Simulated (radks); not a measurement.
Se33+, configuration 1s1. Method: scalar-relativistic Kohn-Sham, PBE, spin-polarised, spherical densities, finite nucleus; open shells are filled with parallel spins first; Fermi nuclear charge, rms radius 4.14 fm; computed with a radial shooting solver on a logarithmic mesh with Libxc functionals.

Radial electron density D(r) = 4 pi r^2 rho(r):

r (bohr)  D(r) (e/bohr)
0.003129          1.453
0.003642          1.883
0.00424           2.427
0.004936          3.107
0.005747          3.947
0.00669           4.969
0.007726          6.120
0.008995          7.536
0.01047           9.149
0.01219           10.92
0.01419           12.80
0.01652           14.66
0.01923           16.36
0.02221           17.66
0.02586           18.50
0.0301            18.60
0.03505           17.84
0.0408            16.20
0.0475            13.79
0.05529           10.90
0.06386           8.053
0.07434           5.306
0.08654           3.112
0.1007            1.594
0.1173           0.6974
0.1365           0.2539
0.159           0.07460

D(r) has 1 maximum, at r = 0.0285 bohr.
